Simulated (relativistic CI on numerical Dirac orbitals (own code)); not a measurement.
# Inner-shell lines of Pd XXIII

Method of calculation: Dirac-Coulomb-Breit CI, separate exchange-only KLI orbitals for each configuration, a model potential for QED, unscaled Slater integrals (own radial code, finite nucleus).

Configuration list (outside the closed core 2s2 2p6 3s2 3p6): 1s²3d⁶, 1s3d⁶4p. Levels of other configurations are missing.

The table holds the strongest lines. The upper levels have an inner-shell vacancy. Auger decay, open to those above the ionisation limit, is not computed, and radiative decays to configurations outside the model are missing too. Absolute energies can be off by a few tenths of a per cent, so close lines can change order. LS names give the leading component, which can be well under half, for lower levels too. Brackets number the levels in order of energy.

```csv
E (eV),Upper,Lower,A (s⁻¹),gA (s⁻¹)
24566.3,1s3d⁶4p ³I°7 [62],1s²3d⁶ ³H6 [7],6.28e+13,9.42e+14
24577.0,1s3d⁶4p ⁵F°5 [60],1s²3d⁶ ⁵D4 [1],1.59e+14,1.74e+15
24577.5,1s3d⁶4p ³I°7 [155],1s²3d⁶ ³H6 [7],1.69e+14,2.54e+15
24577.8,1s3d⁶4p ³I°5 [142],1s²3d⁶ ³H4 [6],1.36e+14,1.49e+15
24578.0,1s3d⁶4p ³G°5 [336],1s²3d⁶ ³F4 [27],9.28e+13,1.02e+15
24578.1,1s3d⁶4p ⁵F°4 [91],1s²3d⁶ ⁵D3 [2],1.25e+14,1.13e+15
24578.3,1s3d⁶4p ³D°3 [174],1s²3d⁶ ³P2 [9],1.39e+14,9.76e+14
24578.3,1s3d⁶4p ³H°6 [167],1s²3d⁶ ³H5 [8],1.26e+14,1.64e+15
24578.5,1s3d⁶4p ³H°6 [233],1s²3d⁶ ³G5 [14],1.51e+14,1.96e+15
24578.5,1s3d⁶4p ¹K°7 [260],1s²3d⁶ ¹I6 [19],1.48e+14,2.22e+15
24578.7,1s3d⁶4p ³I°5 [216],1s²3d⁶ ³H4 [12],1.55e+14,1.71e+15
24578.7,1s3d⁶4p ¹G°4 [307],1s²3d⁶ ¹F3 [24],1.36e+14,1.22e+15
24579.2,1s3d⁶4p ¹G°4 [303],1s²3d⁶ ¹G4 [22],9.66e+13,8.69e+14
24579.5,1s3d⁶4p ¹H°5 [308],1s²3d⁶ ¹G4 [22],1.61e+14,1.78e+15
24579.7,1s3d⁶4p ³H°6 [176],1s²3d⁶ ³H6 [7],1.02e+14,1.32e+15
24579.7,1s3d⁶4p ¹H°5 [373],1s²3d⁶ ¹G4 [32],1.43e+14,1.57e+15
24580.0,1s3d⁶4p ¹I°6 [280],1s²3d⁶ ¹I6 [19],1.70e+14,2.22e+15
24580.7,1s3d⁶4p ³F°4 [351],1s²3d⁶ ³F4 [27],1.15e+14,1.04e+15
24581.1,1s3d⁶4p ¹F°3 [390],1s²3d⁶ ¹D2 [33],1.57e+14,1.10e+15
24581.1,1s3d⁶4p ¹G°4 [379],1s²3d⁶ ¹G4 [32],1.31e+14,1.18e+15
```
